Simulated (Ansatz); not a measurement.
One change: `NCBO` becomes `OBCO`.

Ansatz, PBE0-D4/def2-TZVP geometries, multiplicity 1. Each molecule was computed in one conformer, which needn't be the lowest.

| property | `NCBO` |
| --- | --- |
| HOMO–LUMO gap (PBE/def2-TZVPP) / eV | 5.18 |
| LUMO energy (PBE0/def2-TZVPP) / eV | 0.23 |
| HOMO energy (PBE0/def2-TZVPP) / eV | -7.39 |
| LUMO energy (B3LYP/def2-TZVPP) / eV | -0.05 |
| LUMO energy (PBE/def2-TZVPP) / eV | -0.75 |
| HOMO–LUMO gap (PBE0/def2-TZVPP) / eV | 7.62 |

Q: Give the same properties after the change, and the shifts. (An estimate is asked.)

A: Ansatz gave: 
```json
{"property": "HOMO–LUMO gap (PBE/def2-TZVPP) / eV", "`OBCO`": "4.88", "shift": "-0.30"}
{"property": "LUMO energy (PBE0/def2-TZVPP) / eV", "`OBCO`": "-0.10", "shift": "-0.33"}
{"property": "HOMO energy (PBE0/def2-TZVPP) / eV", "`OBCO`": "-7.67", "shift": "-0.28"}
{"property": "LUMO energy (B3LYP/def2-TZVPP) / eV", "`OBCO`": "-0.37", "shift": "-0.32"}
{"property": "LUMO energy (PBE/def2-TZVPP) / eV", "`OBCO`": "-1.11", "shift": "-0.36"}
{"property": "HOMO–LUMO gap (PBE0/def2-TZVPP) / eV", "`OBCO`": "7.56", "shift": "-0.06"}
```

With PBE0 the HOMO falls by 0.28 eV and the LUMO falls by 0.33 eV, so the gap narrows by about 0.05 eV. PBE moves the HOMO by -0.06 eV and ωB97M-V by -0.33 eV.

B3LYP here is the variant with VWN-RPA as its local correlation; programs differ in this.
